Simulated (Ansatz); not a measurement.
Reaction (redistribution): `C[Se][Se]C` + `N#[C][In]([F])[F]` → `C[Se][In]([F])[F]` + `C[Se]C#N`

Computed with Ansatz on PBE0-D4/def2-TZVP structures; ΔE is electronic, products minus reactants. CCSD(T)/CBS adds triple-zeta CCSD(T) − MP2 to the extrapolated MP2 energy (def2 sets, frozen cores). Functionals use def2-TZVPP. B3LYP here is the variant with VWN-RPA as its local correlation; programs differ in this. def2 core potentials past Kr. For In, Se outer-core shells are correlated without core-valence functions, which leaves a few kJ/mol of doubt a bond. Scalar relativity is left out up to krypton. One conformer a species, not always the lowest.

`C[Se][Se]C`:

Z-matrix (Å, degrees):
```
C
Se 1 1.950
H 1 1.087 2 109.8
H 1 1.088 2 110.4 3 -122.5
H 1 1.091 2 106.2 3 118.8
Se 2 2.308 1 100.6 3 58.2
C 6 1.950 2 100.6 1 86.2
H 7 1.087 6 109.8 2 58.2
H 7 1.088 6 110.4 2 -64.2
H 7 1.091 6 106.2 2 177.0
```

`N#[C][In]([F])[F]`:

Cartesian coordinates in Å:
```
N -1.424 1.596 -1.458
C -0.791 0.886 -0.809
In 0.349 -0.392 0.358
F 0.677 -2.228 -0.091
F 1.188 0.138 2.000
```

`C[Se][In]([F])[F]`:

Z-matrix (Å, degrees):
```
C
Se 1 1.965
H 1 1.086 2 110.7
H 1 1.086 2 110.7 3 123.3
H 1 1.089 2 104.9 3 -118.3
In 2 2.455 1 97.4 3 -61.8
F 6 1.933 2 129.0 1 179.7
F 6 1.943 2 120.3 1 -0.2
```

`C[Se]C#N`:

```xyz
7

C     0.061   -1.013   -0.133
Se   -0.827    0.524   -0.938
C    -0.137    1.781    0.197
N     0.286    2.593    0.901
H     1.139   -0.893   -0.205
H    -0.262   -1.872   -0.720
H    -0.259   -1.122    0.899
```

```
             level  ΔE (kJ/mol)
       LDA (SPW92)        -60.2
          B3LYP-D4        -49.2
        r2SCANh-D4        -52.1
           ωB97X-V        -42.7
            B2PLYP        -47.9
            r2SCAN        -53.4
       HF/def2-SVP        -46.5
CCSD(T)/def2-TZVPP        -41.6
```

**Question.** What does CCSD(T)/CBS give? (Best estimate.)

**Answer.** Ansatz gave: -44.9 kJ/mol. The listed levels differ from it by -15.3, -4.3, -7.2, 2.2, -3.0, -8.5, -1.6, 3.3 kJ/mol.

Largest T1 diagnostic among the species: 0.017.

From BLYP to BHLYP (50 % exact exchange), in def2-TZVPP and without D4, ΔE moves by +4.9 kJ/mol. Leaving LDA and LC-ωPBE aside and taking each functional with its dispersion term where it has one, the values, not all of them listed here, spread over 11.2 kJ/mol, from r2SCAN-D4 to ωB97M-V. LDA lies −6.3 kJ/mol from PBE without D4.

CCSD(T)/CBS has its own doubt, a few kJ/mol and more with outer-core shells, so smaller differences from it don't rank the levels.
